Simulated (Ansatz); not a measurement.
Cartesian coordinates in Å:
```
Al 0.036 -0.062 1.656
Si -0.306 1.200 -0.377
Ge 0.290 -1.165 -0.517
H 0.078 -0.155 3.238
H -1.669 1.572 -0.852
H 0.700 2.176 -0.882
H -0.786 -2.088 -1.116
H 1.657 -1.478 -1.151
```

Total charge 0; spin multiplicity 1.

Task: List the B3LYP/def2-TZVPP orbital energies in eV (Ansatz 0.2.0). (Estimate.)

Result: The calculation gave: Occupied: -10849.72, -1798.66, -1525.10, -1354.14, -1205.04, -1205.03, -1205.03, -168.63, -143.22, -118.88, -118.86, -118.85, -113.04, -98.54, -98.52, -98.52, -73.78, -73.59, -73.55, -32.44, -32.42, -32.39, -32.37, -32.36, -15.48, -13.33, -11.03, -9.81, -9.30, -9.15, -6.31, -6.10. Lowest empty: -2.75, -0.93, -0.27, 0.40, 0.63, 0.70, 1.68, 2.08.

B3LYP here is the variant with VWN-RPA as its local correlation; programs differ in this.
